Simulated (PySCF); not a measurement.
AlCl2(NMe2), C2H6AlCl2N.
Geometry (PBE0-D3(BJ)/def2-SVP, Å), atoms numbered from 1 in this order:
```
atom  x, y, z in Å
Al1    0.8327    1.5764    0.0423
Cl2    2.5852    1.8789   -1.0601
Cl3    0.0361    3.1455    1.1756
N4     0.0243    0.0096    0.0074
C5    -1.1794   -0.2698    0.7541
C6     0.4936   -1.1095   -0.7753
H7    -2.0179   -0.5520    0.0888
H8    -1.4956    0.6116    1.3319
H9    -1.0333   -1.1052    1.4662
H10    1.4100   -0.8484   -1.3249
H11    0.7211   -1.9861   -0.1381
H12   -0.2616   -1.4338   -1.5167
```

Jobs on this species (12 atoms, 72 electrons) with PySCF (density fitting). Hardware of each: an Arm Neoverse N1 with one thread, no GPU, on a shared host. The host was shared with other jobs, so the times are rough. Peak memory is the resident size of the whole Python process, interpreter and libraries included.

```json
{"level and settings": "PBE0/pcSseg-1 (pcSseg-2 on Al)", "work": "shieldings, charges and field gradients, density and orbital grids written", "basis functions": "172", "SCF cycles": "?", "wall time": "?", "peak memory": "?"}
{"level and settings": "wB97X-D/def2-SVPD", "work": "15 singlets by full TDDFT, 4 Tamm–Dancoff triplets, polarisability, density and orbital grids written", "basis functions": "186", "SCF cycles": "?", "wall time": "?", "peak memory": "?"}
{"level and settings": "B3LYP/pcSseg-1 (pcSseg-2 on Al)", "work": "shieldings", "basis functions": "172", "SCF cycles": "?", "wall time": "?", "peak memory": "?"}
{"level and settings": "PBE/pcSseg-1 (pcSseg-2 on Al)", "work": "shieldings", "basis functions": "172", "SCF cycles": "14", "wall time": "33 s", "peak memory": "0.93 GiB"}
{"level and settings": "delta-SCF UKS SCAN, pcX-2 on the ionised atom, pcseg-1 elsewhere, spin-free X2C", "work": "ΔSCF core ionisation, 6 holes", "basis functions": "168", "SCF cycles": "89", "wall time": "58 s", "peak memory": "0.55 GiB"}
{"level and settings": "PBE0-D3(BJ)/def2-SVP, grid level 1", "work": "geometry optimisation from a GFN2-xTB start shaken at random", "basis functions": "126", "SCF cycles": "52", "wall time": "78 s", "peak memory": "0.50 GiB"}
```

**Question.** Fill in the missing figures.

**Answer.** 
- PBE0/pcSseg-1 (pcSseg-2 on Al); shieldings, charges and field gradients, density and orbital grids written: 36 s, 0.98 GiB, 12 SCF cycles
- wB97X-D/def2-SVPD; 15 singlets by full TDDFT, 4 Tamm–Dancoff triplets, polarisability, density and orbital grids written: 55 s, 0.87 GiB, 12 SCF cycles
- B3LYP/pcSseg-1 (pcSseg-2 on Al); shieldings: 24 s, 1.0 GiB, 13 SCF cycles

**Question.** What do all jobs in the table cost together?

**Answer.** About 4.7 min; the longest takes about 27 % of that, and about 3.2 times as long as the shortest.
